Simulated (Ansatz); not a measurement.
ReO3. Charge 0, multiplicity 2. Geometry r2SCAN-D4/def2-TZVP.

```xyz
4

Re   -0.041    0.110   -0.580
O     0.154    0.790    1.184
O     1.131   -0.243    0.894
O    -1.244   -0.657   -1.498
```

In the def2 sets Re takes a core potential; there is no spin–orbit coupling. The structure holds one bond between oxygen atoms, so isomers without such links may lie far lower. At PBE-D4/def2-TZVP, r2SCAN-D4/def2-TZVP, PBE0-D4/def2-TZVP the charge 0 doublet is spin-contaminated (final ⟨S²⟩ up to 1.63, 0.75 for a pure state). Another isomer (quartet) lies 0.53 eV lower at PBE0-D4/def2-TZVP; other spin states weren't run for this one.

Question: Estimate the α-spin orbital energies around the gap (eV) in Ansatz with PBE-D4/def2-TZVP, r2SCAN-D4/def2-TZVP, PBE0-D4/def2-TZVP.

Answer: 
```tsv
orbital	PBE-D4/def2-TZVP	r2SCAN-D4/def2-TZVP	PBE0-D4/def2-TZVP
HOMO−5	-10.05	-10.39	-11.53
HOMO−4	-9.41	-9.80	-11.06
HOMO−3	-8.72	-9.04	-10.19
HOMO−2	-7.37	-7.67	-8.85
HOMO−1	-6.79	-7.37	-8.31
HOMO	-5.85	-6.33	-7.30
LUMO	-5.02	-4.82	-4.13
LUMO+1	-3.57	-3.51	-2.62
LUMO+2	-2.41	-2.18	-1.24
LUMO+3	-1.50	-1.20	-0.20
LUMO+4	-0.86	-0.66	-0.07
LUMO+5	0.52	0.94	1.40
β HOMO	-5.79	-6.29	-7.48
β LUMO	-5.20	-4.85	-4.23
```
